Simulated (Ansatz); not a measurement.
Question: Predict a relaxed structure of `CCC(C)(CC(C)(CC(C)(C)C(=O)OCc1ccccc1)C(=O)OC(C)(C)C)C(=O)OCC1CO1`, charge 0, singlet, at PBE-D4/def2-SVP (Ansatz).

Answer: 
Cartesian coordinates in Å:
```
C 3.827 3.727 -1.230
C 3.073 2.404 -1.073
C 1.777 2.479 -0.213
C 2.087 2.874 1.239
C 0.916 1.173 -0.340
C 1.255 -0.124 0.433
C 2.753 -0.501 0.382
C 0.519 -1.353 -0.209
C -1.016 -1.396 -0.500
C -1.883 -1.069 0.723
C -1.455 -0.533 -1.709
C -1.287 -2.865 -0.879
O -1.984 -3.640 -0.249
O -0.636 -3.206 -2.021
C -0.849 -4.556 -2.512
C -2.069 -4.633 -3.396
C -3.337 -4.918 -2.849
C -4.472 -4.954 -3.673
C -4.354 -4.703 -5.050
C -3.095 -4.416 -5.602
C -1.960 -4.381 -4.778
C 0.805 0.007 1.905
O 0.049 0.865 2.333
O 1.342 -0.979 2.653
C 1.074 -1.100 4.102
C -0.415 -1.371 4.336
C 1.919 -2.313 4.498
C 1.556 0.161 4.826
C 0.877 3.516 -0.907
O 0.581 3.487 -2.089
O 0.404 4.463 -0.059
C -0.481 5.435 -0.642
C -0.932 6.349 0.468
C -2.166 6.071 1.225
O -2.133 7.076 0.209
H 4.726 3.589 -1.864
H 4.172 4.133 -0.257
H 3.200 4.502 -1.720
H 3.751 1.650 -0.632
H 2.788 2.029 -2.078
H 1.166 2.929 1.845
H 2.761 2.131 1.710
H 2.588 3.860 1.284
H -0.119 1.440 -0.050
H 0.882 0.932 -1.421
H 3.099 -0.531 -0.670
H 3.386 0.218 0.936
H 2.916 -1.498 0.831
H 1.036 -1.562 -1.169
H 0.750 -2.215 0.454
H -2.948 -1.280 0.502
H -1.784 -0.006 1.009
H -1.604 -1.693 1.593
H -2.491 -0.797 -2.007
H -0.800 -0.701 -2.586
H -1.446 0.544 -1.463
H 0.070 -4.790 -3.081
H -0.940 -5.239 -1.644
H -3.424 -5.095 -1.767
H -5.457 -5.180 -3.236
H -5.246 -4.732 -5.695
H -2.997 -4.221 -6.681
H -0.973 -4.158 -5.212
H -0.592 -1.551 5.416
H -1.033 -0.513 4.015
H -0.738 -2.276 3.783
H 2.991 -2.128 4.290
H 1.802 -2.524 5.579
H 1.603 -3.211 3.930
H 0.947 1.040 4.547
H 2.617 0.367 4.578
H 1.483 0.009 5.921
H 0.052 5.992 -1.443
H -1.351 4.933 -1.117
H -0.125 6.925 0.966
H -2.751 5.162 0.988
H -2.261 6.437 2.265
```
 This is one stationary point.

Single mean-field runs in def2-SVP are fitted with def2-universal-jkfit.
